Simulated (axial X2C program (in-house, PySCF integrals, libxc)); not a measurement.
## Low determinants of Br⁺

Calculated with an in-house all-electron X2C program for linear molecules (integrals from PySCF), basis dyall-cv3z (cores contracted in-house), spin-free (one-electron X2C) and two-component (2c, atomic mean-field Coulomb and Gaunt terms). Energies in eV from the lowest row of each column (rows without correlated energies are left out; n/a marks j-coupled starts, which PBE0 does not hold); electrons by l are Mulliken totals of the Hartree–Fock solution, and PBE0 can relax to another configuration under the same block occupation. Coupled cluster uses truncated natural virtuals with an MP2 remainder. Frozen shells in the correlated columns: 3 s, 2 p, 1 d.

Spin-free determinants:

| electrons by l | M_S, M_L | HF | MP2 | CCSD(T) | PBE0 |
| --- | --- | --- | --- | --- | --- |
| s8 p16 d10 | 1, 0 | 0.00 | 0.00 | 0.00 | 0.00 |
| s8 p16 d10 | 1, 1 | 0.13 | 0.00 | 0.00 | 0.07 |

Two-component determinants:

```tsv
electrons by l	2M_J	HF	MP2	CCSD(T)	PBE0
s8 p16 d10	4	0.06	0.00	0.00	0.00
s8 p16 d10	2	0.00	0.13	0.09	0.06
```

Ground level as tabulated from the NIST Atomic Spectra Database (leading term): 2S+1 = 3, L = 1, J = 2.

Spin-free rows of one term, and 2c rows of one J level, should be degenerate; broken spherical symmetry, the missing current term of PBE0 and determinants that mix terms or J levels spread them. The search is wide but not exhaustive and can miss a configuration; gaps between s and d configurations can be off by some tenths of an eV with this basis and core.

The run took 17 s on 1 thread of Intel(R) Xeon(R) Processor @ 2.30GHz (shared host).
